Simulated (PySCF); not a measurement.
Species: C6H11OPSi.
SMILES with atom numbers: `[CH3:1][P:2]([CH2:3][SiH3:4])[c:5]1[cH:6][cH:7][cH:8][o:9]1`

Structure used (GFN2-xTB), in Å, numbered top down from 1:
```xyz
20
C6H11OPSi angstrom
C     -0.609    2.202   -0.693
P     -0.337    0.603   -1.584
C     -1.780   -0.361   -0.921
Si    -1.875   -0.814    0.932
C      0.976   -0.053   -0.515
C      2.048   -0.846   -0.816
C      2.733   -1.065    0.402
C      2.032   -0.387    1.350
O      0.971    0.227    0.809
H     -1.485    2.688   -1.120
H      0.257    2.842   -0.856
H     -0.755    2.044    0.372
H     -1.809   -1.286   -1.505
H     -2.665    0.209   -1.216
H     -1.737    0.353    1.802
H     -3.211   -1.387    1.129
H     -0.872   -1.828    1.257
H      2.308   -1.221   -1.785
H      3.624   -1.642    0.548
H      2.183   -0.268    2.405
```

NICS is the negative of the GIAO shielding at a point without a nucleus: at the ring centre (0) and 1 Å above and below it (1); zz is the component along the ring normal. Level: GIAO PBE0/pcSseg-1 (PySCF, non-relativistic, gas phase) on the GFN2-xTB geometry, one conformer.

Ring bond lengths (Å), with Mayer bond orders in brackets: C5–C6 1.367 (1.58), C6–C7 1.414 (1.27), C7–C8 1.360 (1.60), C8–O9 1.340 (1.08), O9–C5 1.353 (1.00).

**Question.** What do the NICS probes read (ppm)?

**Answer.** 
```csv
ring,type,NICS(0),"NICS(1), two faces","NICS(1)zz, two faces",rms pucker (Å),"centre to ring atoms, mean (Å)"
C5–C6–C7–C8–O9,5-membered ring with O; formal bonds all aromatic,-11.4,-10.4 / -10.4,-26.6 / -25.9,0.00,1.16
```

**Question.** What do they say, and how far can they be read as aromaticity?

**Answer.** 
- C5–C6–C7–C8–O9: mean NICS(1)zz -26.2 ppm, shielded. For a flat ring without four-coordinate atoms the NICS criterion counts such a value as aromatic.

**Question.** And the bond-length index? HOMA = 1 − mean of α(R − Ropt)² over the ring bonds, with Krygowski's 1993 parameters (CC: Ropt 1.388 Å, α 257.7 Å⁻²; CO: Ropt 1.265 Å, α 157.38 Å⁻²).

**Answer.** 
- C5–C6–C7–C8–O9: HOMA 0.48; the largest term is that of O9–C5, α(R − Ropt)² = 1.21.

**Question.** At the first NICS(1) probe listed for ring C5–C6–C7–C8–O9, 1 Å off the ring, how large is the induced field along the normal in 1 T applied along it?

**Answer.** NICSzz × B0 = -26.6 ppm × 1 T = -27 μT, against the applied field.
